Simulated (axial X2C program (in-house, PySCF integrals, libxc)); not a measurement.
## ZrSi: properties at the nuclei

Computed with an axial X2C code built on PySCF integrals: two-component X2C with atomic mean-field Coulomb and Gaunt terms, Gaussian nuclei, basis Zr dyall-cv3z, Si dyall-v3z with contracted cores.

R = 2.521 Å (near the PBE0 minimum at charge 0 of the determinant lowest at the starting distance; the state shown can have its own minimum elsewhere).

Input and command:
```json
{"zs": [40, 14], "q": 0, "bas": ["dyall-cv3z", "dyall-v3z"], "r0": 2.7, "levels": ["PBE0", "HF", "r2SCAN", "PBE", "B3LYP"], "nst": 3}
```
```bash
python soeom.py task.json out
```

Keys: zs atomic numbers; q charge; bas basis sets; r0 starting distance in Å; levels methods; nst determinants followed.

Determinant lowest in the PBE0 search, Ω = 4 (⟨Sz⟩ = 2.00, ⟨Lz⟩ = 2.00 at PBE0), spin on the atoms Zr 1.40, Si 0.60:

```json
{"level": "PBE0", "Eeff magnitude (GV/cm)": "1.25", "Ws magnitude Zr (kHz)": "0.115", "A∥/gI Zr (MHz)": "288", "qzz Zr (a.u.)": "-0.48", "A∥/gI Si (MHz)": "-23.6", "qzz Si (a.u.)": "-1.40", "μ (D)": "-3.97"}
{"level": "r2SCAN", "Eeff magnitude (GV/cm)": "0.925", "Ws magnitude Zr (kHz)": "0.0743", "A∥/gI Zr (MHz)": "347", "qzz Zr (a.u.)": "-0.63", "A∥/gI Si (MHz)": "-18.2", "qzz Si (a.u.)": "-1.38", "μ (D)": "-3.81"}
{"level": "PBE", "Eeff magnitude (GV/cm)": "1.3", "Ws magnitude Zr (kHz)": "0.123", "A∥/gI Zr (MHz)": "298", "qzz Zr (a.u.)": "-0.70", "A∥/gI Si (MHz)": "-21.2", "qzz Si (a.u.)": "-1.44", "μ (D)": "-3.19"}
{"level": "B3LYP", "Eeff magnitude (GV/cm)": "1.25", "Ws magnitude Zr (kHz)": "0.113", "A∥/gI Zr (MHz)": "280", "qzz Zr (a.u.)": "-0.53", "A∥/gI Si (MHz)": "-17.8", "qzz Si (a.u.)": "-1.36", "μ (D)": "-3.42"}
```

Determinant 0.31 eV from it at PBE0 and this distance, Ω = 2 (⟨Sz⟩ = 1.00, ⟨Lz⟩ = 1.00 at PBE0), spin on the atoms Zr 0.91, Si 0.09:

```
 level  Eeff magnitude (GV/cm)  Ws magnitude Zr (kHz)  A∥/gI Zr (MHz)  qzz Zr (a.u.)  A∥/gI Si (MHz)  qzz Si (a.u.)  μ (D)
  PBE0                     1.3                  0.258             398          -2.47            52.5          -1.01  -3.95
    HF                    5.49                    1.3             416          -3.02             112          -1.31  -2.89
r2SCAN                   0.888                  0.148             480          -2.51            49.2          -0.94  -3.75
   PBE                    1.06                  0.204             395          -2.69            42.1          -0.92  -3.36
 B3LYP                   0.855                  0.149             333          -2.52            46.9          -0.91  -3.34
```

Eeff is the effective electric field on the electron electric dipole moment in this Ω state and Ws the scalar–pseudoscalar constant of the nucleus named (defined with the proton number Z and per Ω); A∥ (defined per Ω) follows by multiplying with gI = μI/(I μN); qzz is the electric field gradient, eQq0 = 234.96 MHz × Q/barn × qzz; μ is positive if the Si end (last atom) is positive. The operators were transformed with the bare-nucleus X2C matrices; with these basis sets, hyperfine constants and field gradients can be off by tens of per cent, and where levels differ in sign neither size nor sign is settled.

Task: With gI(91Zr) = -0.5214, Q(91Zr) = -0.176 barn, gI(29Si) = -1.1106 (g factors from the IAEA table of nuclear moments by Stone; Q from Pyykkö, Mol. Phys. 2018), turn the PBE0 values of the first state into constants in MHz.

Result: A∥(91Zr) = 288 × -0.5214 = -150 MHz; eQq0(91Zr) = 234.96 × (-0.176) × (-0.48) = 19.8 MHz; A∥(29Si) = -23.6 × -1.1106 = 26.2 MHz.

Each state is one determinant with collinear spin, which with several unpaired electrons need not be a pure state. Unrestricted Hartree–Fock can overshoot spin polarisation at the nuclei. With several open shells hyperfine constants can be off by a factor of several. Where Eeff spreads by more than a factor of two the levels disagree and none is to be relied on. Open-shell Ω = 0 determinants with evenly filled partner blocks cannot be reached by this program, so the Ω shown need not be the lowest component. Left out as unconverged or as another state under the same occupation: HF in at least one table. States lie within half an eV, so the first need not be the ground state. Further determinants of the search, some of them spin-mixed, are not shown. PBE0 term energies can be off by some tenths of an eV.
